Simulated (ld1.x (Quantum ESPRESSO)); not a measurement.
## Transferability test, ultrasoft potential for Fe

iron (Fe), ultrasoft, made with ld1.x (Quantum ESPRESSO) 7.5 (PBEsol, fully relativistic). Core [Ar], reference 3d6 4s2 4p0. Waves: 4s (bound): rcut 1.90, rcutus 2.55 bohr; 4s channel at -0.05 Ry: rcut 1.90, rcutus 2.55 bohr; 4p (bound, empty): rcut 2.45, rcutus 3.30 bohr; 4p channel at 1.05 Ry: rcut 2.45, rcutus 3.30 bohr; 3d (bound): rcut 1.30, rcutus 1.50 bohr; 3d channel at 0.15 Ry: rcut 1.30, rcutus 1.50 bohr. Local part: all-electron potential smoothed inside 2.20 bohr (lloc = -1). Core correction: none. Augmentation charge: PSQ, radius 1.15 bohr.

Open shells are filled in proportion to 2j + 1 (rel_dist='average').

Energies are relative to the spin-unpolarised reference configuration 3d6 4s2 4p0; without spin polarisation the order of configurations can differ from experiment.

| valence configuration | charge | ΔE all-electron (eV) | error AE − PS (meV) |
| --- | --- | --- | --- |
| 3d6 4s1 4p0 | +1 | 8.745 | +3.5 |
| 3d6 4s0 4p0 | +2 | 24.861 | +66 |
| 3d5 4s0 4p0 | +3 | 59.047 | -40 |
| 3d5 4s2 4p1 | 0 | 8.775 | -22 |
| 3d6 4s1.5 4p0 | +0.5 | 3.494 | +0.3 |
| 3d6 4s0 4p1 | +1 | 13.821 | +18 |

(1) What are ΔE and the potential's error for 3d6.5 4s1.5 4p0?

Levels in the configuration 3d5 4s0 4p0:

```csv
level,all-electron (eV),pseudo (eV)
3d j=3/2,-43.282,-43.638
3d j=5/2,-43.104,-43.456
```

Answers

(1) ΔE = -0.731 eV all-electron; the error (AE − PS) is -7.9 meV.
